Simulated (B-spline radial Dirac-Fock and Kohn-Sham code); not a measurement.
Widths and yields of inner-shell holes in Xe²⁺

System: the Xe²⁺ ion, configuration 1s2 2s2 2p6 3s2 3p6 3d10 4s2 4p6 4d10 5s2 5p4, inside a Watson sphere of charge -2 and radius 2 Å (a model of the Madelung potential; inside it an electron's potential energy is raised by 14.4 eV).

Method: independent-particle radiative and Coulomb Auger rates from relativistic LDA hole-state orbitals, with Dirac-Fock energies. Computed with an atomic code on a B-spline grid.

Partial widths are in eV. Coster-Kronig decay leaves a hole in the same principal shell; its rates are the weakest part of the model, often 1.5 to 2.5 times too large and more for N holes. Holes without an open Auger channel, or with an unreliable SCF state, are not listed.

| hole | radiative | Auger | Coster-Kronig | total | fluorescence yield | lifetime (fs) |
| --- | --- | --- | --- | --- | --- | --- |
| 1s | 9.94 | 1.24 | 0 | 11.2 | ? | ? |
| 2s | 0.168 | 1.50 | 1.82 | 3.48 | 0.0481 | 0.189 |
| 2p1/2 | 0.278 | 2.26 | 0.536 | 3.07 | 0.0904 | 0.214 |
| 2p3/2 | 0.263 | 2.56 | 0 | 2.83 | 0.0930 | 0.233 |
| 3s | 0.00449 | 0.485 | 11.3 | 11.8 | 0.000380 | 0.0558 |
| 3p1/2 | 0.00454 | 0.540 | 4.41 | 4.96 | 0.000916 | 0.133 |
| 3p3/2 | 0.00450 | 0.567 | 5.10 | 5.67 | 0.000793 | 0.116 |
| 3d3/2 | 0.000289 | 0.638 | 0 | 0.639 | 0.000453 | 1.03 |
| 3d5/2 | 0.000247 | 0.651 | 0 | 0.651 | 0.000379 | 1.01 |
| 4s | 0.000123 | 0.0538 | 5.30 | 5.36 | 2.30e-05 | 0.123 |
| 4p1/2 | 0.000319 | 0.0407 | 18.8 | 18.9 | 1.69e-05 | 0.0349 |
| 4d3/2 | 6.86e-06 | 0.0609 | 0 | 0.0609 | 0.000113 | 10.8 |
| 4d5/2 | 6.15e-06 | 0.0312 | 0 | 0.0312 | 0.000197 | 21.1 |

Q: What are the fluorescence yield and the lifetime of the 1s hole?

A: The yield is the radiative width over the total, 0.889, and the lifetime is ħ/Γ = 0.0589 fs.
